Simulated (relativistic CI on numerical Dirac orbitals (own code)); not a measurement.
# Level scheme of Cd²²⁺

Computed by Dirac-Coulomb-Breit CI, KLI orbitals optimised for each configuration, model QED (radiative potential, 1s self-energy scaled to tabulated hydrogen-like ionisation energies), unscaled Slater integrals (own radial code, finite nucleus).

CI space (outside the closed core [Ne]): 3s2 3p6 3d8, 3s2 3p5 3d9, 3s2 3p4 3d10, 3s 3p6 3d9, 3p6 3d10, 3s 3p5 3d10, 3s2 3p6 3d7 4s, 3s2 3p6 3d7 4p, 3s2 3p6 3d7 4d, 3s2 3p6 3d7 4f, 3s2 3p4 3d9 4s, 3s2 3p5 3d8 4s, 3s2 3p6 3d6 4s2, 3s2 3p4 3d9 4p, 3s2 3p5 3d8 4p, 3s2 3p6 3d6 4s 4p. Levels of other configurations are missing.

```tsv
No.	Configuration	Term	J	E (eV)	%	Lifetime (s)	jj configuration (%)
41	3s2 3p6 3d7 4s	3P	2	443.865	66	1.05e-09	3d3/2^3 3d5/2^4 4s (55)
42	3s2 3p6 3d7 4s	5P	1	444.453	46	3.27e-09	3d3/2^3 3d5/2^4 4s (87)
43	3s2 3p6 3d7 4s	3P	0	445.636	100	2.18e-09	3d3/2^3 3d5/2^4 4s (100)
44	3s2 3p6 3d7 4s	3H	6	446.312	100	9.18e-09	3d3/2^3 3d5/2^4 4s (100)
45	3s2 3p6 3d7 4s	3G	3	446.920	86	3.82e-09	3d3/2^3 3d5/2^4 4s (67)
46	3s2 3p6 3d7 4s	3H	5	447.177	51	5.07e-09	3d3/2^3 3d5/2^4 4s (98)
47	3s2 3p6 3d7 4s	1G	4	447.453	43	3.35e-09	3d3/2^3 3d5/2^4 4s (72)
48	3s2 3p6 3d7 4s	3D	3	449.163	69	1.22e-09	3d3/2^2 3d5/2^5 4s (72)
49	3s2 3p6 3d7 4s	3P	2	449.330	37	2.78e-09	3d3/2^2 3d5/2^5 4s (75)
50	3s2 3p6 3d7 4s	3P	1	449.953	51	2.60e-09	3d3/2^2 3d5/2^5 4s (70)
51	3s2 3p6 3d7 4s	1D	2	450.252	39	1.01e-09	3d3/2^2 3d5/2^5 4s (73)
52	3s2 3p6 3d7 4s	3P	1	452.534	52	9.09e-10	3d3/2^2 3d5/2^5 4s (90)
53	3s2 3p6 3d7 4s	3H	4	452.982	68	5.45e-09	3d3/2^2 3d5/2^5 4s (95)
54	3s2 3p4 3d10	3P	1	453.271	100	6.52e-13	3p1/2 3p3/2^3 (100)
55	3s2 3p6 3d7 4s	3P	0	453.279	100	1.50e-09	3d3/2^2 3d5/2^5 4s (100)
56	3s2 3p6 3d7 4s	1H	5	453.289	45	4.54e-09	3d3/2^2 3d5/2^5 4s (91)
57	3s2 3p6 3d7 4s	3F	2	453.485	88	3.31e-09	3d3/2^3 3d5/2^4 4s (79)
58	3s2 3p6 3d7 4s	3F	3	453.858	64	2.53e-09	3d3/2^3 3d5/2^4 4s (76)
59	3s2 3p6 3d7 4s	3F	4	457.210	87	5.47e-09	3d3/2^2 3d5/2^5 4s (64)
60	3s2 3p6 3d7 4s	3D	2	457.543	32	3.43e-09	3d3/2 3d5/2^6 4s (55)
61	3s2 3p6 3d7 4s	3D	1	457.585	51	1.70e-09	3d3/2 3d5/2^6 4s (48)
62	3s2 3p6 3d7 4s	1F	3	458.200	66	1.95e-09	3d3/2^2 3d5/2^5 4s (58)
63	3s2 3p4 3d10	1D	2	463.709	75	6.06e-13	3p1/2 3p3/2^3 (91)
64	3s2 3p6 3d7 4s	3D	1	465.619	92	3.23e-10	3d3/2^3 3d5/2^4 4s (60)
65	3s2 3p6 3d7 4s	3D	2	466.091	71	3.87e-11	3d3/2^3 3d5/2^4 4s (57)
66	3s2 3p6 3d7 4s	3D	3	468.406	87	4.76e-10	3d3/2^2 3d5/2^5 4s (87)
67	3s2 3p6 3d7 4s	1D	2	469.541	71	6.53e-11	3d3/2^2 3d5/2^5 4s (81)
68	3s2 3p6 3d7 4p	5D°	4	471.835	45	3.08e-11	3d5/2^3 4p1/2 (83)
69	3s2 3p6 3d7 4p	3G°	5	472.911	36	5.28e-11	3d5/2^3 4p1/2 (81)
70	3s2 3p6 3d7 4p	5F°	3	477.973	41	1.46e-11	3d3/2^3 3d5/2^4 4p1/2 (85)
```

Energies count from the lowest computed level; ° marks odd parity; lifetimes are radiative, by E1, M1, E2, M2 decay to levels of this space only. Filled j subshells are mostly left out of the jj labels.

The mean weight of the leading LS term, summed over parents, in these 30 levels is 65 %, and that of the leading jj configuration (from the same eigenvectors) 78 %, so jj coupling describes them better and the LS labels are nominal.

At this charge energies of transitions that change n are usually good to better than 1 %, and those within a shell (Δn = 0) to a few per cent. Terms inside the open d or f shell come out 10 to 20 % too wide with unscaled integrals.

LS names give the leading component of a level, which can be under half, so a name can repeat, a term be missing and a line seem to break the LS rules.
